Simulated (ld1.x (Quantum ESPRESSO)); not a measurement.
## magnesium (Mg): excitation energies, all-electron against RRKJ

Mg (Z = 12), norm-conserving RRKJ (Kleinman–Bylander form), made with ld1.x (Quantum ESPRESSO) 7.5 (PBE, non-relativistic). Core [Ne], reference 3s2 3p0. Waves: 3s (bound): rc 2.20 bohr; 3p (bound, empty): rc 2.10 bohr; 3d channel at 0.1 Ry: rc 2.05 bohr. Local part: all-electron potential smoothed inside 2.00 bohr (lloc = -2). Core correction: none. rho0 = 0.005.

Energies are relative to the spin-unpolarised reference configuration 3s2 3p0; without spin polarisation the order of configurations can differ from experiment.

```csv
valence configuration,charge,ΔE all-electron (eV),error AE − PS (meV)
3s1 3p0,+1,7.949,+10
3s1.5 3p0,+0.5,3.140,+0.7
3s1 3p1,0,3.476,+13
3s0 3p2,0,7.149,+79
```

Q: What are ΔE and the potential's error for 3s0 3p1?

A: ΔE = 12.293 eV all-electron; the error (AE − PS) is +119 meV.
